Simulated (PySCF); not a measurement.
**A ladder of Hamiltonians for W⁷⁰⁺ (tungsten, charge +70)**

Occupied: 1s1/2, 2s1/2. Hartree-Fock calculated with PySCF 2.14 in an uncontracted even-tempered set (18 s from 19 bohr⁻², ratio 2.3; 15 p from 22 bohr⁻², ratio 2.3), Gaussian nucleus throughout. NR is non-relativistic, sf-X2C the spin-free one-electron X2C Hamiltonian, X2C adds the bare one-electron spin-orbit term, X2C-SNSO screens it by Boettger's factors, DC is four-component Dirac-Coulomb, and the Gaunt and Breit terms are added at first order (total energies over the DC spinors, levels after relaxing the spinors in that mean field). QED terms are absent. Levels marked empty are virtual spinors of this ion.

```
   level (eV)        NR    sf-X2C       X2C  X2C-SNSO
        1s1/2  -72460.3  -78468.3  -78468.3  -78468.3
        2s1/2  -17534.2  -19376.6  -19376.6  -19376.6
2p1/2 (empty)  -17112.8  -17793.9  -18884.6  -18849.7
2p3/2 (empty)  -17112.8  -17793.9  -17362.5  -17373.4
3s1/2 (empty)   -7575.6   -8196.9   -8196.9   -8196.9
```

**Question.** Where do the four-component calculations put these levels?

**Answer.** 1s1/2: DC -78557.4, DC+Gaunt -78381.8, DC+Breit -78383.9; 2s1/2: DC -19387.5, DC+Gaunt -19366.2, DC+Breit -19368.4; 2p1/2 (empty): DC -18862.1, DC+Gaunt -18823.2, DC+Breit -18828.3; 2p3/2 (empty): DC -17375.7, DC+Gaunt -17355.1, DC+Breit -17360.2; 3s1/2 (empty): DC -8199.9, DC+Gaunt -8193.9, DC+Breit -8194.9 (eV).

```
Hamiltonian  E (hartree)  E − E(DC) (hartree)  CPU seconds
         NR   -6729.1011             600.5888         0.24
     sf-X2C   -7325.9649               3.7250         0.14
        X2C   -7325.9649               3.7250         0.15
   X2C-SNSO   -7325.9649               3.7250         0.14
         DC   -7329.6899               0.0000          3.2
   DC+Gaunt   -7322.3647               7.3252          5.6
   DC+Breit   -7322.5252               7.1647           46
```

Weight of the small component: 1s1/2 0.0783, 2s1/2 0.0192, 2p1/2 0.0190, 2p3/2 0.0174, 3s1/2 0.00807.

Koopmans' value for the highest occupied level at DC+Breit: 19368.4 eV, against an ionisation energy of 19362 ± 3 eV (semi-empirical (NIST evaluation); NIST Atomic Spectra Database, ionization energies); the former lacks relaxation, correlation, QED and recoil.

The whole ladder took 62 s of wall time on 1 thread of Intel(R) Xeon(R) 6975P-C (shared host), launched as `OMP_NUM_THREADS=1 python relrun2.py TASK.json OUT` (a driver that calls PySCF for each Hamiltonian).
